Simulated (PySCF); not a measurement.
Species: C2H5FSSi2.
SMILES: `C#C[Si@H](F)S[SiH3]`

Jobs on this species (11 atoms, 70 electrons) with PySCF (density fitting). Hardware of each: one thread of an Arm Neoverse V2, shared host. Other jobs ran on the host; a repeat could differ by tens of per cent or more. Peak memory is the resident size of the whole Python process, interpreter and libraries included.

Question: Rank these jobs by wall time, shortest first.
A. PBE0-D3(BJ)/def2-SVP, grid level 1; geometry optimisation from a GFN2-xTB start shaken at random; 121 basis functions
B. LC-wPBE/pcSseg-1; shieldings; 148 basis functions
C. LDA/pcSseg-1; shieldings; 148 basis functions

Answer: C (13 s), B (21 s), A (66 s).

All jobs:

| level and settings | work | basis functions | SCF cycles | wall time | peak memory |
| --- | --- | --- | --- | --- | --- |
| BHandHLYP/pcSseg-1 | shieldings | 148 | 12 | 12 s | 0.87 GiB |
| mPW1PW91/pcSseg-1 | shieldings | 148 | 13 | 12 s | 0.87 GiB |
| LDA/pcSseg-1 | shieldings | 148 | 15 | 13 s | 0.92 GiB |
| WP04/pcSseg-1 | shieldings | 148 | 15 | 13 s | 0.87 GiB |
| PBE0/pcSseg-1 | shieldings | 148 | 14 | 13 s | 0.87 GiB |
| BLYP/pcSseg-1 | shieldings | 148 | 15 | 16 s | 0.92 GiB |
| CAM-B3LYP/pcSseg-1 | shieldings | 148 | 12 | 17 s | 0.89 GiB |
| LC-wPBE/pcSseg-1 | shieldings | 148 | 14 | 21 s | 0.81 GiB |
| PBE0-D3(BJ)/def2-SVP, grid level 1 | geometry optimisation from a GFN2-xTB start shaken at random | 121 | 82 | 66 s | 0.52 GiB |

Q: What do all jobs in the table cost together?

A: About 3.0 min; the longest takes about 36 % of that, and about 5.5 times as long as the shortest.
